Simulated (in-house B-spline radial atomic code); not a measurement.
A run on As (an excited or competing configuration) that did not converge. Method: scalar-relativistic (X2C) wB97X, spin-polarised, spherical fractional occupations, exact exchange averaged over the configuration, Fermi nucleus of rms radius 4.0968 fm; computed with a B-spline radial code for spherical atoms.

Command:
```bash
python run_scf.py task.json out
```
Settings (nuclear radius in fm, mass in u):
```
Z                33
configuration    [Ar] 3d10 4s2 4p2 4d1
hamiltonian      x2c
method           wb97x
spin_polarised   True
nucleus          fermi
rms_radius       4.0968
atomic_mass      74.92159
speed_of_light   137.035999084
exact_exchange   averaged over the configuration
```

First and last ten iterations of the last attempt (damped for 15 steps, keeping 80 % of the old Fock matrix, then DIIS):
```
 iter        energy (Eh)    residual
    1       -2259.931680    3.89e-01
    2       -2260.324007    9.38e-02
    3       -2260.466515    5.45e-02
    4       -2260.517501    3.59e-02
    5       -2260.535670    2.53e-02
    6       -2260.542319    1.81e-02
    7       -2260.544907    1.31e-02
    8       -2260.546018    9.67e-03
    9       -2260.546558    7.19e-03
   10       -2260.546855    5.45e-03
  111       -2260.547482    1.60e-04
  112       -2260.547462    1.50e-04
  113       -2260.547460    1.55e-04
  114       -2260.547465    1.40e-04
  115       -2260.547465    1.40e-04
  116       -2260.547468    1.35e-04
  117       -2260.547470    1.34e-04
  118       -2260.547469    1.34e-04
  119       -2260.547474    1.36e-04
  120       -2260.547476    1.39e-04
 not converged after 120 iterations
```

The smallest residual met was 1.2e-04; the threshold is about 3e-07. Over the last five steps the energy moves by less than 2e-05 hartree, but the orbitals didn't meet the threshold. Run time, properties included: 35 s on 1 thread of Arm Neoverse N1 (shared host).
